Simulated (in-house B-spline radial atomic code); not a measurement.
Configurations of P⁴⁺, with energies counted from [Ne] 3s1. Computed with a radial B-spline atomic code at the basis-set limit: Dirac-Hartree-Fock, average of configuration, Fermi nucleus of rms radius 3.1889 fm. Energies include first-order Breit, QED and recoil terms.

Occupations are held fixed; configurations that lie above the ionisation limit could autoionise.

```json
{"configuration": "[Ne] (4p1/2)1", "E - E(ref) (eV)": "37.397", "highest orbital": "4p1/2", "its <r> (bohr)": "3.588"}
{"configuration": "[Ne] (7d5/2)1", "E - E(ref) (eV)": "57.459", "highest orbital": "7d5/2", "its <r> (bohr)": "13.74"}
{"configuration": "[He] 2s1 2p6 3s2", "E - E(ref) (eV)": "190.5", "highest orbital": "3s1/2", "its <r> (bohr)": "1.54"}
{"configuration": "[He] 2s2 (2p1/2)1 (2p3/2)4 3s1 (7d3/2)1", "E - E(ref) (eV)": "192.59", "highest orbital": "7d3/2", "its <r> (bohr)": "13.45"}
```

**Question.** Order these further configurations by energy, lowest first.
A. [He] 2s2 (2p1/2)2 (2p3/2)3 3s1 (4f7/2)1
B. [He] 2s2 (2p1/2)1 (2p3/2)4 3s1 (6d3/2)1
C. [Ne] (6p3/2)1
D. [Ne] (5f7/2)1

**Answer.** D (50.95 eV), C (53.529 eV), A (177.49 eV), B (189.89 eV).
